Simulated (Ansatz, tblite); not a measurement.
Removing and adding an electron: TiF₃ (the lowest doublet isomer of a short search). Charge 0, multiplicity 2. Geometry: PBE0-D4/def2-TZVP. Ansatz, gas phase; energy differences of separate SCF runs; the oxidised species was run as a singlet alone; the reduced species was run as a singlet alone.

Cartesian coordinates in Å:
```
Ti -0.0040 -0.0033 0.0009
F -0.0053 0.4339 1.7154
F 1.0156 -1.3307 -0.5727
F -1.0063 0.9002 -1.1435
```

The xTB rows come from tblite. HSE06 is defined as in plane-wave codes, on full-range PBE exchange. Correlated methods freeze 8 core orbitals; core or outer-core shells of Ti are correlated, in sets that lack core-valence functions. The structure comes from a short search, and lower isomers may exist.

Problem. Estimate orbital energies and vertical ionisation energies and electron affinities at: GFN1-xTB; GFN2-xTB; HF/def2-TZVPP; PBE-D4/def2-TZVP; PBE-D4/def2-TZVPD; revPBE-D4/def2-TZVP; r2SCAN-D4/def2-TZVP; r2SCAN-D4/def2-TZVPD; PBE0-D4/def2-TZVP; PBE0-D4/def2-TZVPD; HSE06-D4/def2-TZVP; CAM-B3LYP-D4/def2-TZVP; ωB97X-V/def2-TZVP; ωB97M-V/def2-TZVP; CCSD/def2-TZVPP; CCSD(T)/def2-TZVPP.

Solution. 
```tsv
level	−HOMO (eV)	vertical IE (eV)	−LUMO (eV)	vertical EA (eV)	HOMO–LUMO gap (eV)	IE − EA (eV)	remarks
GFN1-xTB	–	15.81	–	7.76	–	8.05	–
GFN2-xTB	–	14.36	–	5.88	–	8.48	–
HF/def2-TZVPP	–	10.84	–	–	–	–	–
PBE-D4/def2-TZVP	5.30	9.10	3.65	–	1.66	–	–
PBE-D4/def2-TZVPD	5.31	–	3.65	0.85	1.66	–	HOMO above zero (-1 singlet)
revPBE-D4/def2-TZVP	5.24	9.01	3.48	–	1.76	–	–
r2SCAN-D4/def2-TZVP	5.83	9.41	3.37	–	2.46	–	–
r2SCAN-D4/def2-TZVPD	5.80	–	3.35	0.67	2.46	–	HOMO above zero (-1 singlet)
PBE0-D4/def2-TZVP	7.29	9.81	2.48	–	4.80	–	–
PBE0-D4/def2-TZVPD	7.27	–	2.46	0.72	4.81	–	HOMO above zero (-1 singlet)
HSE06-D4/def2-TZVP	6.87	9.79	2.86	–	4.00	–	–
CAM-B3LYP-D4/def2-TZVP	8.89	10.12	1.74	–	7.16	–	–
ωB97X-V/def2-TZVP	9.77	9.87	0.62	–	9.16	–	–
ωB97M-V/def2-TZVP	9.76	9.87	1.18	–	8.58	–	–
CCSD/def2-TZVPP	–	10.18	–	–	–	–	–
CCSD(T)/def2-TZVPP	–	9.66	–	–	–	–	–
```

Relaxing the oxidised species (PBE0-D4/def2-TZVP) changes its energy by -0.41 eV at PBE0-D4/def2-TZVP, so the adiabatic ionisation energy to this nearest minimum is 9.40 eV. At PBE-D4/def2-TZVP it is 8.86 eV.  Relaxing the reduced species (PBE0-D4/def2-TZVPD) changes its energy by -0.10 eV at PBE0-D4/def2-TZVPD, so the adiabatic electron affinity to this nearest minimum is 0.81 eV. At PBE-D4/def2-TZVPD it is 0.95 eV. The highest occupied level of the relaxed charge -1 singlet lies above zero (up to 0.68 eV). By energy differences its removal costs 0.81 eV (each at its own geometry, to the charge 0 doublet, at PBE0-D4/def2-TZVPD); the vertical value is larger still, so the positive level points to self-interaction error.    At PBE0-D4/def2-TZVP the lowest empty level of the doublet has α spin (-2.57 eV), and filling it gives a triplet, which wasn't run; the affinity to the singlet shown is then probably not the largest one. A HOMO above zero means that the electron is unbound at that level or that self-interaction error raises the level; the energy of removing that electron tells which. HOMO and LUMO are the levels of the spin that leaves or enters (xTB has no such levels and no spin-polarisation term). Other spin states of the ions may lie lower, which would lower the ionisation energy or raise the affinity. Raw xTB energy differences between charge states are shifted by several eV; the methods need an empirical correction for them.
